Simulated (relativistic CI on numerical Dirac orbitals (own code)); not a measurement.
**Level scheme of Cd⁵⁺**

Computed by Dirac-Coulomb-Breit CI, separate exchange-only KLI orbitals for each configuration, model QED (radiative potential, 1s self-energy scaled to tabulated hydrogen-like ionisation energies), valence Slater integrals scaled by 0.85, P86 correlation energy added to each configuration (own radial code, finite nucleus).

Configuration list (outside the closed core [Ar] 3d10): 4s2.4p6.4d7, 4s2.4p6.4d6.5s, 4s2.4p6.4d6.4f, 4s2.4p6.4d6.5p, 4s2.4p5.4d8, 4s2.4p6.4d6.5d, 4s2.4p6.4d6.6s, 4s2.4p6.4d5.5s2, 4s2.4p6.4d6.6p, 4s2.4p4.4d9, 4s2.4p6.4d5.5s.5p, 4s2.4p6.4d6.6d, 4s.4p6.4d8, 4s2.4p6.4d6.5g, 4s2.4p5.4d7.5s, 4p6.4d9. Levels of other configurations are missing.

The lowest level is 4s2.4p6.4d7 4F_9/2, with 95 % of that term; Hund's rules for 4s2.4p6.4d7 give 4F with J = 9/2, in agreement.

```tsv
No.	Configuration	Term	J	E (eV)	%	Next component (%)	Lifetime (s)
1	4s2.4p6.4d7	4F	9/2	0.0000	95	5 2G	
2	4s2.4p6.4d7	4F	7/2	0.5589	99	1 2G	3.34e-01
3	4s2.4p6.4d7	4F	5/2	0.8525	94	5 2D	1.40e+00
4	4s2.4p6.4d7	4F	3/2	1.0243	89	9 2D	6.43e+00
5	4s2.4p6.4d7	4P	3/2	1.8303	53	41 2P	7.15e-01
6	4s2.4p6.4d7	4P	5/2	2.0166	93	6 2D	5.88e-01
7	4s2.4p6.4d7	2G	9/2	2.2707	81	14 2H	9.01e-02
8	4s2.4p6.4d7	4P	1/2	2.3117	77	23 2P	4.73e-01
9	4s2.4p6.4d7	2G	7/2	2.7796	97	2 2F	1.54e-01
10	4s2.4p6.4d7	4P	3/2	2.8529	41	30 2P	6.59e-02
11	4s2.4p6.4d7	2D	5/2	3.0947	89	6 4P	3.90e-02
12	4s2.4p6.4d7	2H	11/2	3.1477	100		1.19e+00
13	4s2.4p6.4d7	2P	1/2	3.2658	77	23 4P	1.26e-01
14	4s2.4p6.4d7	2H	9/2	3.7107	85	14 2G	1.19e-01
15	4s2.4p6.4d7	2D	3/2	4.0302	64	27 2P	3.44e-02
16	4s2.4p6.4d7	2F	5/2	4.6848	96	4 2D	1.46e-01
17	4s2.4p6.4d7	2F	7/2	4.9918	97	2 2G	8.38e-02
18	4s2.4p6.4d7	2D	3/2	7.0307	99		2.38e-02
19	4s2.4p6.4d7	2D	5/2	7.3785	95	3 2F	1.85e-02
20	4s2.4p6.4d6.5s	6D	9/2	24.1707	96	3 4F	1.65e-03
21	4s2.4p6.4d6.5s	6D	7/2	24.5160	97	2 4F	1.26e-03
22	4s2.4p6.4d6.5s	6D	5/2	24.7136	96	3 4P	1.18e-03
23	4s2.4p6.4d6.5s	6D	3/2	24.8530	95	4 4P	1.11e-03
24	4s2.4p6.4d6.5s	6D	1/2	24.9359	96	4 4P	1.20e-03
25	4s2.4p6.4d6.5s	4D	7/2	25.9833	93	4 2F	1.03e-05
26	4s2.4p6.4d6.5s	4D	5/2	26.3503	91	5 4P	1.04e-05
27	4s2.4p6.4d6.5s	4D	3/2	26.5446	91	6 2P	1.03e-05
28	4s2.4p6.4d6.5s	4D	1/2	26.6749	93	6 2P	1.02e-05
29	4s2.4p6.4d6.5s	4H	9/2	27.2162	40	25 4G	3.67e-05
30	4s2.4p6.4d6.5s	4H	13/2	27.2829	95	5 2I	3.71e-05
31	4s2.4p6.4d6.5s	4H	11/2	27.3143	77	22 4G	3.86e-05
32	4s2.4p6.4d6.5s	4H	7/2	27.3148	55	18 4G	3.45e-05
33	4s2.4p6.4d6.5s	4P	5/2	27.3924	85	9 4D	3.27e-05
34	4s2.4p6.4d6.5s	4H	9/2	27.6885	45	42 4F	3.26e-05
35	4s2.4p6.4d6.5s	4F	5/2	27.8273	73	22 4G	3.72e-05
36	4s2.4p6.4d6.5s	4F	7/2	27.8279	59	27 4H	3.75e-05
37	4s2.4p6.4d6.5s	4F	3/2	27.9082	64	16 4P	3.14e-05
38	4s2.4p6.4d6.5s	4P	3/2	27.9790	43	30 4F	2.70e-05
39	4s2.4p6.4d6.5s	4G	11/2	27.9833	56	26 2H	2.43e-05
40	4s2.4p6.4d6.5s	4G	9/2	28.3862	66	12 2G	2.81e-05
41	4s2.4p6.4d6.5s	4G	5/2	28.3993	61	21 4F	2.76e-05
42	4s2.4p6.4d6.5s	4P	1/2	28.4619	73	15 2S	3.20e-05
43	4s2.4p6.4d6.5s	4G	7/2	28.4944	54	21 4F	2.84e-05
44	4s2.4p6.4d6.5s	2H	9/2	28.5003	62	19 4F	1.53e-05
45	4s2.4p6.4d6.5s	2H	11/2	28.5299	59	22 4G	1.68e-05
```

Energies count from the lowest computed level; lifetimes are radiative, by E1, M1, E2 decay to levels of this space only.

The mean weight of the leading LS term, summed over parents, in these 45 levels is 79 %, and that of the leading jj configuration (from the same eigenvectors) 59 %, so LS coupling describes them better.

At this charge configurations can still be misplaced by up to about 7 % of their energy.

Landé's interval rule says that E(J) − E(J−1) = AJ with one A. For the ground term the intervals give A = -554.2, -676.5, -1001.8 cm⁻¹ for J = 5/2, 7/2, 9/2; the multiplet is inverted.

LS names give the leading component of a level, which can be under half, so a name can repeat, a term be missing and a line seem to break the LS rules.
